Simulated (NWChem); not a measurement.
System: silole (C$_{4}$H$_{6}$Si); SMILES C1=C[SiH2]C=C1

```xyz
11

C      0.0000     0.7405     1.3015
C      0.0000     1.3553     0.0998
Si     0.0000     0.0000    -1.1948
C      0.0000    -1.3553     0.0998
C      0.0000    -0.7405     1.3015
H      0.0000     1.2805     2.2554
H      0.0000     2.4423    -0.0021
H      1.2109     0.0000    -2.0732
H     -1.2109     0.0000    -2.0732
H      0.0000    -2.4423    -0.0021
H      0.0000    -1.2805     2.2554
```
Atoms are numbered in this order, from 1.

The geometry was optimised at PBE0/def2-SVP.

Question: Give the principal values of the shielding tensors (ppm) of C1, C2, Si3 from PBE0/pcSseg-1, GIAO (NWChem), with their diamagnetic and paramagnetic parts as GIAO splits them.

Answer: 
```
atom    σ11    σ22    σ33  isotropic  diamagnetic  paramagnetic
----  -----  -----  -----  ---------  -----------  ------------
C1    -95.6   35.1  138.9       26.1        254.9        -228.8
C2    -63.8   42.7  172.2       50.4        257.0        -206.6
Si3   319.3  402.9  458.7      393.6        880.2        -486.5
```
